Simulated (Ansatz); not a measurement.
C2H9NOSi (`C[SiH](N)CO`), 14 atoms. Charge 0, multiplicity 1. All runs use 4 threads of an Arm Neoverse V1 on a shared host. Correlated methods freeze the cores.

(1) How many basis functions does each run have, and how long does it take in Ansatz? RHF-CCSD(T)/def2-TZVPP energy; RKS ωB97M-V/def2-QZVPP energy; RKS PBE0-D4/def2-SVP energy; RKS BLYP-D4/def2-TZVPP energy; RHF-MP2/def2-QZVPP energy; RKS B3LYP-D4/def2-TZVPP energy and forces; RKS revPBE-D4/def2-TZVPP energy; RKS CAM-B3LYP-D4/def2-TZVPP energy; RKS ωB97M-V/def2-SVP energy; RKS PBE0-D4/def2-TZVP frequencies; RHF-CCSD(T)/def2-SVP energy; RKS PBE0-D4/def2-TZVP relaxation (7 steps). (An estimate is asked.)

## Answers

(1) Computed: Other jobs shared the machine, so times are rough.

| level | job | functions | wall time | peak host memory (GiB) |
| --- | --- | --- | --- | --- |
| RKS PBE0-D4/def2-SVP | energy | 119 | 1.4 s | 0.27 |
| RKS BLYP-D4/def2-TZVPP | energy | 292 | 2.8 s | 0.41 |
| RKS revPBE-D4/def2-TZVPP | energy | 292 | 2.8 s | 0.41 |
| RKS CAM-B3LYP-D4/def2-TZVPP | energy | 292 | 4.8 s | 0.89 |
| RKS ωB97M-V/def2-SVP | energy | 119 | 5.5 s | 0.38 |
| RKS B3LYP-D4/def2-TZVPP | energy and forces | 292 | 7 s | 0.93 |
| RHF-CCSD(T)/def2-SVP | energy | 119 | 10 s | 0.68 |
| RKS ωB97M-V/def2-QZVPP | energy | 568 | 28 s | 2.8 |
| RKS PBE0-D4/def2-TZVP | relaxation (7 steps) | 215 | 32 s | 0.59 |
| RHF-MP2/def2-QZVPP | energy | 568 | 39 s | 4.5 |
| RKS PBE0-D4/def2-TZVP | frequencies | 215 | 4.1 min | 0.61 |
| RHF-CCSD(T)/def2-TZVPP | energy | 292 | 6.1 min | 9.2 |

B3LYP here is the variant with VWN-RPA as its local correlation; programs differ in this.
